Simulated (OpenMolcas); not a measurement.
# Ne4+: effect of the active space

```yaml
Program: OpenMolcas
Method: CASSCF
Basis: ANO-RCC-VDZP
Scalar_Hamiltonian: DKH2, point nucleus
Spin-orbit_coupling: state interaction with AMFI integrals over the reference wave functions, term energies averaged over their components
```

A. 2 electrons in 3 orbitals (2p); 2S+1 = 3 even, 3 roots; 2S+1 = 1 even, 6 roots; cost roughly 3 core-seconds
B. 4 electrons in 4 orbitals (2s 2p); 2S+1 = 3 even, 3 roots; 2S+1 = 1 even, 6 roots; 2S+1 = 5 odd, 1 root; 2S+1 = 3 odd, 9 roots; 2S+1 = 1 odd, 8 roots; cost of the order of 18 core-seconds

Energies in cm-1 above 2s2 2p2 3P0, the measured ground level; measured values from NIST levels in Podobedova, Fuhr, Reader and Wiese, J. Phys. Chem. Ref. Data 33, 525 (2004).

```
      Level      A      B  Measured
2s2 2p2 3P0    0.0    0.0       0.0
2s2 2p2 3P1    409    401       412
2s2 2p2 3P2   1188   1155      1110
2s2 2p2 1D2  32785  32768     30292
2s2 2p2 1S0  80385  60739     63914
```

Deviations, from unrounded energies. A percentage is the sum of absolute deviations over the sum of measured energies, with the sign that they share, or ± where signs differ.

```
                        Against measurement  Levels      A     B
             mean absolute deviation (cm-1)       4   4800  1400
      fine structure of the ground term (%)       2   ±5.3  ±3.7
other terms of the ground configuration (%)       2  +20.1  ±6.0
```

B lies closest to measurement on these levels. The largest miss of B in the table is 2s2 2p2 1S0, by -3200 cm-1. The ranking rests on the paired levels alone, and a cruder setting can come out closer through cancelling errors.

Between A and B the level of the table that moves most is 2s2 2p2 1S0, by 20000 cm-1 (lowest in B, highest in A).

The basis is small and was not contracted for so high a charge. With the s shell closed, the reference lacks s² → p² mixing (holds for A). Measured partners are found by configuration, term and J. A level has none where our copy of the source lacks it or the pairing is in doubt (some pairs that miss far off the trend of their configuration count as doubtful), and it then counts in no deviation. Only configurations of the active space appear. The table leaves out levels that lie high or whose names do not pair safely across all columns.
